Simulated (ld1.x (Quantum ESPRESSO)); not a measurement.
I (Z = 53): excitation energies, all-electron against TM

I (Z = 53), norm-conserving Troullier–Martins (Kleinman–Bylander form), made with ld1.x (Quantum ESPRESSO) 7.5 (PW91, scalar-relativistic). Core [Kr] 4d10, reference 5s2 5p4 (charge +1). Waves: 5p (bound): rc 1.70 bohr; 5d channel at 0.35 Ry: rc 1.35 bohr; 5s (bound): rc 1.50 bohr. Local part: the s channel. Core correction: none.

Energies are relative to the spin-unpolarised reference configuration 5s2 5p4; without spin polarisation the order of configurations can differ from experiment.

```json
{"valence configuration": "5s2 5p5", "charge": "0", "ΔE all-electron (eV)": "-11.185", "error AE − PS (meV)": "+3.7"}
{"valence configuration": "5s2 5p3", "charge": "+2", "ΔE all-electron (eV)": "19.915", "error AE − PS (meV)": "-4.8"}
{"valence configuration": "5s2 5p2", "charge": "+3", "ΔE all-electron (eV)": "49.332", "error AE − PS (meV)": "-9.3"}
{"valence configuration": "5s2 5p4.5", "charge": "+0.5", "ΔE all-electron (eV)": "-6.628", "error AE − PS (meV)": "+2.0"}
{"valence configuration": "5s2 5p5.3", "charge": "-0.3", "ΔE all-electron (eV)": "-12.982", "error AE − PS (meV)": "+4.6"}
{"valence configuration": "5s2 5p1", "charge": "+4", "ΔE all-electron (eV)": "88.867", "error AE − PS (meV)": "-0.6"}
```

Question: What are ΔE and the potential's error for 5s1 5p5?

Answer: ΔE = 11.005 eV all-electron; the error (AE − PS) is +8.4 meV.

Levels in the configuration 5s1 5p5:

```json
{"level": "5s", "all-electron (eV)": "-27.085", "pseudo (eV)": "-27.063"}
{"level": "5p", "all-electron (eV)": "-16.000", "pseudo (eV)": "-15.997"}
```

ld1.x printed “convergence not achieved” for 7 of the counted tests; their residual had stalled under 1e-8, short of the target of 1e-14.

Note: ghost state, extra bound levels that the all-electron valence spectrum of the same l lacks: d at -40.3 eV. A true bound ghost makes a file unfit for plane-wave use.
